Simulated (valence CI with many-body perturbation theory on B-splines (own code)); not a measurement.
Values are calculated unless marked as measured or tabulated.
Hyperfine factors and g values of Cs⁴⁰⁺

Method: valence CI with perturbative core correlation (CI+MBPT): five valence electrons over a frozen Dirac-Fock core [Ne], a basis of 11 s, 11 p, 10 d, 8 f, 5 g, 2 h functions for each j, with the one-electron correlation potential Σ1, the two-electron term Σ2, the three-electron term Σ3, Breit, model QED; selected CI, second order for the rest, scaled by the run's own slope (own B-spline code, finite nucleus).

No measured spectrum was set against this ion. As an estimate, large intervals hold to a few tenths of a per cent, small ones and those within an open d or f shell to about a per cent. Among the levels kept, up to 3200 cm⁻¹ of a level comes from second order outside the variational space, and about a tenth of that is noise between levels of different J, which matters for small intervals.

A/g_I is the dipole constant over the nuclear g factor μ/I (μ in nuclear magnetons, uniformly magnetised nucleus), B/Q the quadrupole constant per barn. Both hold the static response of the core; the bare values leave it out. Large factors of s and p1/2 electrons are usually good to 5 to 10 %; those of open d and f shells near neutrality can be off by tens of per cent, and small factors of p3/2, d and f electrons come from cancelling terms and can be off by a factor of two or in sign, in half-filled shells by more. B is blank for J = 1/2, where it vanishes, and for nearly pure S terms. Energies count from the lowest level.

Levels are named by their leading jj configuration (3d3/2^4 stands for four electrons in 3d with j = 3/2), which in mixed levels can hold well under half, so a name can repeat and another be missing. Letters in brackets count levels of one name in rising energy.

```
                             Level  E (cm⁻¹)      g  A/g_I (MHz)  A/g_I bare  B/Q (MHz/b)  B/Q bare
        (3s^2 3p1/2^2 3p3/2) J=3/2         0  1.394        70000       70000       126000    123000
        (3s^2 3p1/2 3p3/2^2) J=3/2    629410  1.438        -5150       -3250        25600     25200
        (3s^2 3p1/2 3p3/2^2) J=5/2    696880  1.193       157000      155000         -398      -387
        (3s^2 3p1/2 3p3/2^2) J=1/2    780050  0.657       486000      474000                       
        (3s^2 3p1/2^2 3d3/2) J=3/2   1254400  0.787        33400       34500        11600     12700
              (3s^2 3p3/2^3) J=3/2   1418800  1.285        77600       77200      -151000   -148000
        (3s^2 3p1/2^2 3d5/2) J=5/2   1422400  1.353       153000      151000         -419       564
        (3s 3p1/2^2 3p3/2^2) J=5/2   1568400  1.329       200000      196000        72400     71700
        (3s 3p1/2^2 3p3/2^2) J=1/2   1683100  2.195      1290000     1250000                       
        (3s 3p1/2^2 3p3/2^2) J=3/2   1690500  1.154      -137000     -131000       -32400    -31800
(3s^2 3p1/2 3p3/2 3d3/2) J=5/2 [a]   1880200  0.960       121000      119000       -22300    -21300
(3s^2 3p1/2 3p3/2 3d3/2) J=3/2 [a]   1888000  0.931       111000      110000       -86700    -85100
(3s^2 3p1/2 3p3/2 3d3/2) J=1/2 [a]   1892800  0.223       173000      170000                       
    (3s^2 3p1/2 3p3/2 3d3/2) J=7/2   1944700  1.068       114000      113000       110000    109000
(3s^2 3p1/2 3p3/2 3d5/2) J=3/2 [a]   2036300  1.454        69400       69700       -64100    -62700
(3s^2 3p1/2 3p3/2 3d5/2) J=7/2 [a]   2042300  1.307       -11400       -9260       151000    150000
(3s^2 3p1/2 3p3/2 3d5/2) J=5/2 [a]   2078900  1.162       137000      135000       -90900    -88700
(3s^2 3p1/2 3p3/2 3d3/2) J=5/2 [b]   2110100  1.281        67800       68300        72500     71300
    (3s^2 3p1/2 3p3/2 3d5/2) J=9/2   2112800  1.204        85300       84800       119000    119000
(3s^2 3p1/2 3p3/2 3d3/2) J=3/2 [b]   2144600  1.245         2520        4690         5330      4770
(3s^2 3p1/2 3p3/2 3d3/2) J=1/2 [b]   2144700  1.615       324000      316000                       
(3s^2 3p1/2 3p3/2 3d5/2) J=7/2 [b]   2242400  1.088        97300       96300        39300     39900
(3s^2 3p1/2 3p3/2 3d5/2) J=3/2 [b]   2254500  1.138        91400       90700       -40000    -39000
(3s^2 3p1/2 3p3/2 3d5/2) J=5/2 [b]   2259600  1.172        24700       25500        33300     33900
    (3s^2 3p1/2 3p3/2 3d5/2) J=1/2   2276700  1.438      -190000     -182000                       
(3s^2 3p1/2 3p3/2 3d5/2) J=3/2 [c]   2325500  1.108       149000      147000       -57900    -56900
          (3s 3p1/2 3p3/2^3) J=5/2   2370800  1.262       296000      290000      -136000   -134000
          (3s 3p1/2 3p3/2^3) J=3/2   2479100  1.169       151000      149000        17400     17200
          (3s 3p1/2 3p3/2^3) J=1/2   2489900  1.243      -195000     -188000                       
(3s 3p1/2^2 3p3/2 3d3/2) J=5/2 [a]   2736600  1.328       246000      242000        33500     32700
(3s 3p1/2^2 3p3/2 3d3/2) J=3/2 [a]   2747800  1.385       199000      196000        -4940     -5590
        (3s^2 3p3/2^2 3d5/2) J=7/2   2750500  1.268        44600       45500        30900     30700
(3s 3p1/2^2 3p3/2 3d3/2) J=1/2 [a]   2753000  2.667       780000      764000                       
        (3s^2 3p3/2^2 3d3/2) J=5/2   2759300  1.194       103000      102000       -28300    -28100
        (3s^2 3p3/2^2 3d3/2) J=1/2   2762600  1.140        -9440       -9390                       
    (3s^2 3p3/2^2 3d3/2) J=3/2 [a]   2767400  1.175        36000       37000       -45700    -45600
    (3s 3p1/2^2 3p3/2 3d3/2) J=7/2   2773700  1.353       238000      234000        94700     93600
        (3s^2 3p3/2^2 3d5/2) J=9/2   2778500  1.228        44100       44600        85700     85800
        (3s^2 3p3/2^2 3d3/2) J=7/2   2788000  1.080        57100       57200        14600     16200
        (3s^2 3p3/2^2 3d5/2) J=1/2   2788400  1.760       179000      178000
```

(1) Take the isotope of mass number 133, with I = 7/2, μ = 2.5778 μN and Q = -0.0034 b. What is the hyperfine structure of (3s^2 3p1/2 3p3/2^2) J=1/2?

## Answers

(1) From the table A = 358000 MHz. Shifts from the centre of gravity in MHz: F = 3: -806000, F = 4: 626000.
